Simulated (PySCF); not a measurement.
**`C[C](=S)[GeH2][GeH3]`, C₂H₈Ge₂S**

Geometry:
```csv
atom,x (Å),y (Å),z (Å)
C1,-2.085,-0.332,-0.767
C2,-1.158,-0.654,0.357
S3,-1.067,-2.116,1.061
Ge4,0.092,0.752,0.963
Ge5,2.187,0.290,-0.161
H6,-1.526,0.091,-1.620
H7,-2.795,0.453,-0.451
H8,-2.646,-1.219,-1.095
H9,0.233,0.665,2.489
H10,-0.432,2.151,0.566
H11,3.230,1.389,0.115
H12,1.940,0.218,-1.680
H13,2.738,-1.064,0.316
```

Computed, not measured: PySCF 2.14.0, GIAO B3LYP/6-31G magnetisability, rotational g tensor and spin-rotation constants, non-relativistic, gas phase. Geometry: PBE0-D3(BJ)/def2-SVP.

The calculation is non-relativistic, which matters for the atoms heavier than Zn.

(1) What are the magnetisability and the molar susceptibility?

(2) Split it along the inertial axes a, b, c into diamagnetic and paramagnetic parts about the centre of mass, with the quadrupole moment.

(3) And the rotational g tensor?

Results:

(1) Isotropic -1362 × 10⁻³⁰ J/T², or -82.0 × 10⁻⁶ cm³/mol; principal values -1607, -1456, -1022 × 10⁻³⁰ J/T², anisotropy 526 × 10⁻³⁰ J/T² (root of half the summed squared differences of the principal values). The susceptibility is in cgs units.

(2) 
```tsv
axis	χ (10⁻⁶ cm³/mol)	diamagnetic (10⁻⁶ cm³/mol)	paramagnetic (10⁻⁶ cm³/mol)	summed x² of all electrons (Å²)	quadrupole Θ (D Å)
a	-88.4	-623.6	535.2	282.2	-2.71
b	-78.9	-1453.1	1374.2	86.7	-0.98
c	-78.7	-1565.4	1486.7	60.3	+3.69
```
Anisotropies 2χaa − χbb − χcc = -19.2 and 2χbb − χaa − χcc = +9.2 × 10⁻⁶ cm³/mol. Θ is traceless in Buckingham's convention.

(3) 
```
axis  rotational constant (GHz)        g  nuclear part  electronic part
   a                     2.2906  -0.0271        0.5488          -0.5759
   b                     0.8273  -0.0139        0.5202          -0.5341
   c                     0.7442  -0.0135        0.5063          -0.5198
```
Asymmetric top; isotopes 12C, 74Ge, 1H, 32S; no vibrational averaging.
